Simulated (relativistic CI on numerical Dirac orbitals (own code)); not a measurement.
# Slater and spin-orbit integrals, Yb²⁵⁺

Computed by Dirac-Coulomb-Breit CI, KLI orbitals optimised for each configuration, QED by a radiative potential, unscaled Slater integrals (own radial code, finite nucleus).

Slater integrals F^k, G^k are unscaled and averaged over j, outside the closed core [Ar] 3d10; ζ comes from projecting the Hamiltonian with its Breit term on Σ l·s of the shell.

- 4s2 4p6 4d9: ζ(4d) = 38001 cm⁻¹; <r>(4d) = 0.4902, <r^2>(4d) = 0.2749 (bohr units).
- 4s2 4p5 4d10: ζ(4p) = 320680 cm⁻¹; <r>(4p) = 0.4784, <r^2>(4p) = 0.2591 (bohr units).
- 4s2 4p6 4d8 4f: F^2(4d,4d) = 205640, F^4(4d,4d) = 139540, ζ(4d) = 37990, F^2(4d,4f) = 204220, F^4(4d,4f) = 133330, G^1(4d,4f) = 220770, G^3(4d,4f) = 148890, G^5(4d,4f) = 108420, ζ(4f) = 5803.3 cm⁻¹; <r>(4d) = 0.4905, <r^2>(4d) = 0.2751, <r>(4f) = 0.478, <r^2>(4f) = 0.2617 (bohr units).

**Question.** Give the Racah parameters of the d shell in 4s2 4p6 4d8 4f.

**Answer.** B = F²/49 − 5F⁴/441 = 2615 cm⁻¹ and C = 35F⁴/441 = 11074 cm⁻¹.

Averages of the first 10 configurations, taken without configuration mixing, which lowers the lowest level and can move excited configurations by several eV; other configurations of the list can lie among them:

| Configuration | Parity | States | Average energy above the lowest level (eV) |
| --- | --- | --- | --- |
| 4s2 4p6 4d9 | even | 10 | 6.3 |
| 4s2 4p5 4d10 | odd | 6 | 193.8 |
| 4s2 4p6 4d8 4f | odd | 630 | 191.3 |
| 4s 4p6 4d10 | even | 2 | 329.3 |
| 4s2 4p5 4d9 4f | even | 840 | 376.6 |
| 4s 4p6 4d9 4f | odd | 280 | 512.4 |
| 4s2 4p6 4d8 5s | even | 90 | 303.1 |
| 4s2 4p6 4d8 5p | odd | 270 | 355.7 |
| 4s2 4p6 4d7 4f 5s | odd | 3360 | 488.4 |
| 4s2 4p6 4d8 5d | even | 450 | 427.9 |
